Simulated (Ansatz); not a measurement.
Geometry optimisation, RKS r2SCANh/STO-3G in Ansatz.

Input file:

```yaml
crystal:
  periodic: [false, false, false]
  atoms:
    - { symbol: B, position_ang: [-0.4121, -0.4343, 1.5935] }
    - { symbol: C, position_ang: [0.3347, 0.2257, 0.3501] }
    - { symbol: "N", position_ang: [1.6781, -0.2692, 0.3245] }
    - { symbol: Al, position_ang: [-0.5361, -0.2836, -1.3355] }
    - { symbol: O, position_ang: [-1.304, 0.9924, -2.4476] }
    - { symbol: H, position_ang: [-0.5632, -1.5452, 1.6975] }
    - { symbol: H, position_ang: [-0.9149, 0.325, 2.396] }
    - { symbol: H, position_ang: [1.14179, -1.15421, 0.22093] }
    - { symbol: H, position_ang: [2.2138, 0.1851, -0.4275] }
    - { symbol: H, position_ang: [2.2003, 0.0813, 1.2193] }
    - { symbol: H, position_ang: [-0.7875, -1.8369, -1.6851] }
    - { symbol: H, position_ang: [-2.2063, 1.1499, -2.0744] }
basis:
  gaussian: { orbitals: STO-3G }
hamiltonian:
  xc: r2scanh
relax:
  f_tol: 0.02
  max_steps: 50
output:
  orbitals: {}
```

Command:

```bash
$ ansatz run input.yaml --threads 1 --pin off --max-ram 2048MiB --backend cpu --events-out ev --progress --plain --runs-dir out
```

Question: Where does it end, and by what steps?

Answer: The run converged. Limits of this set-up: minimal basis. After 20 steps the energy has fallen by 6.535 eV; H6 moved furthest, 1.94 Å.

```
step  energy less start (eV)  largest force component (eV/Å)  accepted
   0                  0.0000                           7.776       yes
   1                 -2.2175                           3.709       yes
   2                 -3.7406                           1.979       yes
   3                 -4.6083                           1.630       yes
   4                 -5.0921                           1.231       yes
   5                 -5.3933                           1.929       yes
   6                 -5.6176                           2.192       yes
   7                 -5.8354                           1.570       yes
   8                 -6.0254                           0.883       yes
   9                 -6.1116                           2.877       yes
  10                 -6.2871                           0.680       yes
  11                 -6.3864                           0.585       yes
  12                 -6.4528                           0.627       yes
  13                 -6.4854                           0.606       yes
  14                 -6.5106                           0.309       yes
  15                 -6.4980                           0.368        no
  16                 -6.5271                           0.125       yes
  17                 -6.5328                           0.104       yes
  18                 -6.5342                           0.065       yes
  19                 -6.5346                           0.023       yes
  20                 -6.5348                           0.017       yes
```

```xyz
12
Properties=species:S:1:pos:R:3
B -0.448 0.214 1.370
C 0.127 -0.211 0.144
N 1.576 -0.774 0.360
Al -0.541 -0.205 -1.586
O -2.107 0.394 -1.860
H 0.141 0.124 2.384
H -1.527 0.662 1.398
H 1.718 -1.787 0.083
H 2.348 -0.241 -0.133
H 1.779 -0.710 1.396
H 0.212 -0.701 -2.784
H -2.434 0.672 -0.940
```

The run took 110 s on 1 thread of Arm Neoverse V1, with other jobs on the host, peak memory 0.19 GiB.
